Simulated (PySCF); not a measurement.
Cl₃HOZr, SMILES [OH][Zr]([Cl])([Cl])[Cl] (connectivity only; charge and spin as stated), charge +1, multiplicity 2.

The structure is a stationary point at PBE0-D3(BJ)/def2-SVP. The geometry has at least one imaginary mode, so it is a saddle point at that level. The spin state was assumed, not searched. The isomer is the one that the SMILES or the coordinates give; other isomers of the formula were not compared. The def2 effective core potentials stand for the cores of Zr; spin–orbit coupling is left out. One conformer was computed; it need not be the lowest.

Two levels are set side by side: PBE/def2-TZVP (PySCF) and r2SCAN/def2-TZVP (PySCF). Same geometry, gas phase. Differences are taken from unrounded values.

```csv
quantity,r2SCAN
α-spin orbital gap (eV),5.25
β-spin orbital gap (eV),0.33
mean polarisability (bohr³),108.0
```

Task: What does PBE give, and how far is it from r2SCAN? (The exact figures need the calculation; the answer reports its results.)

Result: 
```json
[
 {"quantity": "α-spin orbital gap (eV)", "PBE": "4.77", "PBE minus r2SCAN": "-0.48"},
 {"quantity": "β-spin orbital gap (eV)", "PBE": "0.17", "PBE minus r2SCAN": "-0.15"},
 {"quantity": "mean polarisability (bohr³)", "PBE": "104.6", "PBE minus r2SCAN": "-3.4"}
]
```

Rough cost on one machine, each run with all the roots and properties that it gave: r2SCAN against PBE about 3 times.
